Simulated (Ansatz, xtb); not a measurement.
## Two structures of O2SSi

Structure a is `O1[Si]OS1`, a singlet and structure b is a singlet given by its coordinates. Both are isolated molecules in the gas phase, relaxed with PBE0-D3(BJ)/def2-SVP.

a (Å):

```yaml
atoms:
  - { symbol: O, position_ang: [-0.0095, 0.7261, 1.0183] }
  - { symbol: O, position_ang: [0.5735, -0.1713, -1.0042] }
  - { symbol: S, position_ang: [1.4616, 0.3999, 0.2928] }
  - { symbol: Si, position_ang: [-0.9713, 0.1473, -0.2966] }
```

b (Å):

```xyz
4

O     1.5109   -0.1814   -1.1255
O     0.5232    1.5926    0.6734
S     0.1480    0.8700   -0.5694
Si    0.6314   -1.3243   -0.3000
```

Close contacts (Å): O1–S3 1.81, O1–Si4 1.66, O2–S3 1.49, S3–Si4 2.26.

Problem. Estimate which is lower in electronic energy at CCSD(T)/def2-TZVPP, and by roughly how much.

Solution. The CCSD(T)/def2-TZVPP calculation puts structure a lower, by 22.3 kcal/mol.

How the difference moves with the method:

| level | geometry | E(b) − E(a) (kcal/mol) | departure from the last row (kcal/mol) | job, with rough time for the two |
| --- | --- | --- | --- | --- |
| GFN2-xTB | GFN2-xTB | +12.6 | −9.7 | optimisation, 0.66 s |
| HF/STO-3G | GFN2-xTB | +117.6 | +95.2 | single point, 1.2 s |
| r2SCAN-D4/def2-SVP | GFN2-xTB | +22.7 | +0.4 | single point, 6.6 s |
| PBE0-D3(BJ)/def2-SVP | PBE0-D3(BJ)/def2-SVP | +25.4 | +3.0 | optimisation, 33 s |
| HF/def2-TZVPP | PBE0-D3(BJ)/def2-SVP | +35.8 | +13.5 | part of the CCSD(T) run |
| MP2/def2-TZVPP | PBE0-D3(BJ)/def2-SVP | +19.3 | −3.0 | part of the CCSD(T) run |
| CCSD(T)/def2-TZVPP | PBE0-D3(BJ)/def2-SVP | +22.3 |  | single point, 1.9 min |

The levels shown agree on the order. The largest departure from CCSD(T)/def2-TZVPP is that of HF/STO-3G, 95.2 kcal/mol.

With harmonic frequencies from PBE0-D3(BJ)/def2-SVP (ideal gas, rigid rotor, one conformer each, 200 K, 1 atm): on the last row, ΔE + ΔZPE = +21.8, ΔH = +22.0, ΔG = +21.4 kcal/mol.

The T1 diagnostic of structures a and b is large, so the coupled-cluster value is less sure. The correlated steps freeze 12 core orbitals. Mirror images aren't counted in ΔG. Codes used: Ansatz 0.2.0, xtb 6.7.1; the last row on 1 thread of AMD EPYC (Zen 3) on a shared host.
